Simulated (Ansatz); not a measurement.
H$_{8}$N$_{2}$SSi$_{2}$ (`N[SiH2]S[SiH2]N`), relaxed with RKS PBE0-D4/def2-TZVP in the Gaussian-basis code of Ansatz from a PBE-D4/def2-SVP geometry. The force threshold is 0.005 eV/Å; the program also tests the step.

The species carries charge 0 and has multiplicity 1.

Start:

```xyz
13

N     3.200    0.549    0.117
Si    1.682   -0.296    0.079
S    -0.045    1.037    0.015
Si   -1.651   -0.438   -0.057
N    -3.234    0.276   -0.149
H     3.465    1.085   -0.715
H     3.420    1.091    0.957
H     1.671   -1.167   -1.147
H     1.602   -1.143    1.320
H    -1.603   -1.277    1.190
H    -1.466   -1.301   -1.274
H    -3.568    0.796    0.668
H    -3.474    0.789   -1.003
```

(1) How much energy does the relaxation release, and in how many steps? (Best estimate.)

(2) Which bonds change most? (Estimate.)

(3) Give the relaxed structure. (Estimate.)

## Answers

(1) Computed: 7.12 kJ/mol, in 5 steps.

(2) Ansatz gave: S3–Si4 from 2.182 to 2.149 Å; Si2–S3 from 2.182 to 2.149 Å; Si4–N5 from 1.738 to 1.711 Å; N1–Si2 from 1.738 to 1.711 Å.

(3) Computed: 
```xyz
13

N     3.140    0.555    0.114
Si    1.651   -0.285    0.078
S    -0.045    1.034    0.017
Si   -1.621   -0.424   -0.055
N    -3.175    0.287   -0.147
H     3.449    1.049   -0.709
H     3.407    1.052    0.949
H     1.628   -1.140   -1.135
H     1.562   -1.118    1.303
H    -1.564   -1.249    1.178
H    -1.426   -1.272   -1.258
H    -3.551    0.757    0.661
H    -3.455    0.754   -0.995
```
